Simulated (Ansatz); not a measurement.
C2H6BiF⁺, that is BiMe2F with one electron fewer. The state is a doublet with charge 1. Geometry PBE0-D4/def2-SVP, that of the neutral singlet; atoms count from 1.

```xyz
10

Bi   -1.321   -0.116   -0.481
C     0.279    1.467   -0.707
H     1.175    1.041   -1.181
H     0.515    1.799    0.315
H    -0.092    2.317   -1.296
C     0.151   -1.601    0.381
H    -0.328   -2.578    0.536
H     0.474   -1.189    1.348
H     1.016   -1.709   -0.290
F    -1.868    0.568    1.376
```

In the def2 sets Bi takes a core potential; there is no spin–orbit coupling.

Q: Estimate the Mulliken populations from the PBE0/def2-TZVP orbitals of Ansatz.

A: 
```csv
atom,charge (e),spin (α − β)
Bi1,1.16,0.40
C2,-0.51,0.26
H3,0.20,0.01
H4,0.22,0.01
H5,0.21,-0.01
C6,-0.51,0.25
H7,0.21,-0.01
H8,0.22,0.01
H9,0.20,0.01
F10,-0.40,0.07
```
Mulliken values depend strongly on the basis.

Q: Where does the spin sit?

A: Summed by element: Bi 0.40, C 0.51, H 0.02, F 0.07, of 1 unpaired in all. Largest on single atoms: Bi1 0.40, C2 0.26, C6 0.25.

Q: And the Mayer bond orders between heavy atoms (over 0.3)?

A: Bi1–C2 0.86 (2.26 Å); Bi1–C6 0.87 (2.26 Å); Bi1–F10 0.89 (2.05 Å).
